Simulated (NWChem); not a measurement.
System: C₂H₃ClOSi; SMILES [Si@@H]1(C=CO1)Cl

Here is an NWChem input.

```
start job
memory heap 200 mb stack 900 mb global 1100 mb
geometry units angstroms noautosym nocenter noautoz
  Cl    -0.035272     1.867851    -0.269017
  Si    -0.078964    -0.012298     0.577941
  C     -1.087404    -1.346605    -0.176414
  C      0.114225    -1.893736    -0.454701
  O      1.152392    -1.053602    -0.043623
  H      0.016535     0.174341     2.040479
  H     -2.076612    -1.738426    -0.355752
  H      0.417561    -2.833165    -0.913056
end
basis spherical
  * library def2-svp
end
dft
  xc pbe0
  iterations 150
end
cosmo
  do_cosmo_smd true
  solvent etoac
end
task dft energy
```

Parts of the log:

```
             Northwest Computational Chemistry Package (NWChem) 7.3.0
             --------------------------------------------------------

                             Geometry "geometry" -> ""
                             -------------------------

 Output coordinates in angstroms (scale by  1.889725989 to convert to a.u.)

  No.       Tag          Charge          X              Y              Z
 ---- ---------------- ---------- -------------- -------------- --------------
    1 Cl                  17.0000    -0.03527200     1.86785100    -0.26901700
    2 Si                  14.0000    -0.07896400    -0.01229800     0.57794100
    3 C                    6.0000    -1.08740400    -1.34660500    -0.17641400
    4 C                    6.0000     0.11422500    -1.89373600    -0.45470100
    5 O                    8.0000     1.15239200    -1.05360200    -0.04362300
    6 H                    1.0000     0.01653500     0.17434100     2.04047900
    7 H                    1.0000    -2.07661200    -1.73842600    -0.35575200
    8 H                    1.0000     0.41756100    -2.83316500    -0.91305600

 Effective nuclear repulsion energy (a.u.)     270.0355471622

                                 NWChem DFT Module
                                 -----------------

 Summary of "ao basis" -> "ao basis" (spherical)
 ------------------------------------------------------------------------------
       Tag                 Description            Shells   Functions and Types
 ---------------- ------------------------------  ------  ---------------------
 Cl                         def2-svp                 8       18   4s3p1d
 Si                         def2-svp                 8       18   4s3p1d
 C                          def2-svp                 6       14   3s2p1d
 O                          def2-svp                 6       14   3s2p1d
 H                          def2-svp                 3        5   2s1p

 in cosmo_initialize ...
 calling solv_data for solv:etoac

 solvent parameters
 solvname_short: etoac
 solvname_long:  ethyl acetate
 dielec:        5.9867
 dielecinf:     1.8832
 nonaqueous SMD model solvent descriptors
 dielec:        5.9867
 sola:          0.0000
 solb:          0.4500
 solc:          0.0000
 solg:         33.6700
 solh:          0.0000
 soln:          1.3723

[...]

                                COSMO-SMD solvation results
                                ---------------------------

             internal energy in gas <Psi(g)|H|Psi(g)> =      -902.170033555441
         internal energy in solvent <Psi(s)|H|Psi(s)> =      -902.169601560484
                               delta internal energy  =         0.000431994957 (    0.27 kcal/mol)
   total free energy in solvent <Psi(s)|H+V/2|Psi(s)> =      -902.174094677115
 polarization energy contribution <Psi(s)|V/2|Psi(s)> =        -0.004493116631 (   -2.82 kcal/mol)
    total free energy in solvent including G(SMD-CDS) =      -902.175392584488
                       G(SMD-CDS) energy contribution =        -0.001297907373 (   -0.81 kcal/mol)
     1 M fixed-concentration free energy of solvation =        -0.005359029047 (   -3.36 kcal/mol)

                       DFT Final Molecular Orbital Analysis
                       ------------------------------------

 Vector   25  Occ=2.000000D+00  E=-3.480764D-01
              MO Center=  1.2D-01,  9.7D-01, -1.5D-01, r^2= 3.3D+00
   Bfn.  Coefficient  Atom+Function         Bfn.  Coefficient  Atom+Function
  ----- ------------  ---------------      ----- ------------  ---------------
    11      0.445544  1 Cl px                 8      0.328318  1 Cl px
    13     -0.291364  1 Cl pz                68      0.236395  5 O  px
    10     -0.216987  1 Cl pz                 5      0.191099  1 Cl px
    71      0.169065  5 O  px                69     -0.140380  5 O  py
     7     -0.126016  1 Cl pz                12     -0.102533  1 Cl py

 Vector   26  Occ=2.000000D+00  E=-3.223023D-01
              MO Center= -3.0D-01,  1.3D-01,  1.7D-01, r^2= 4.1D+00
   Bfn.  Coefficient  Atom+Function         Bfn.  Coefficient  Atom+Function
  ----- ------------  ---------------      ----- ------------  ---------------
    13      0.323966  1 Cl pz                41      0.264299  3 C  py
    10      0.236524  1 Cl pz                79     -0.220423  6 H  s
    12      0.184567  1 Cl py                11      0.182968  1 Cl px
    42      0.168743  3 C  pz                80     -0.168588  6 H  s
    44      0.158900  3 C  py                28     -0.147612  2 Si pz

 Vector   27  Occ=2.000000D+00  E=-2.632351D-01
              MO Center= -1.4D-01, -1.3D+00, -1.8D-01, r^2= 2.1D+00
   Bfn.  Coefficient  Atom+Function         Bfn.  Coefficient  Atom+Function
  ----- ------------  ---------------      ----- ------------  ---------------
    70     -0.344816  5 O  pz                42      0.341840  3 C  pz
    45      0.287386  3 C  pz                73     -0.286386  5 O  pz
    56      0.236179  4 C  pz                41     -0.203044  3 C  py
    69      0.187594  5 O  py                44     -0.178423  3 C  py
    72      0.157109  5 O  py                59      0.137582  4 C  pz

 Vector   28  Occ=0.000000D+00  E=-1.365708D-02
              MO Center= -2.2D-01, -1.2D+00, -1.6D-01, r^2= 3.0D+00
   Bfn.  Coefficient  Atom+Function         Bfn.  Coefficient  Atom+Function
  ----- ------------  ---------------      ----- ------------  ---------------
    59      0.549528  4 C  pz                56      0.431067  4 C  pz
    30      0.380622  2 Si py                45     -0.353242  3 C  pz
    31     -0.350601  2 Si pz                12      0.266707  1 Cl py
    42     -0.255313  3 C  pz                 4     -0.241004  1 Cl s
    58     -0.241844  4 C  py                80      0.233158  6 H  s

[...]
```

Level: PBE0/def2-SVP, SMD on the gas-phase geometry. Coordinates come from a B3LYP/6-31G* (spherical d) optimisation. Solvent: ethyl acetate.
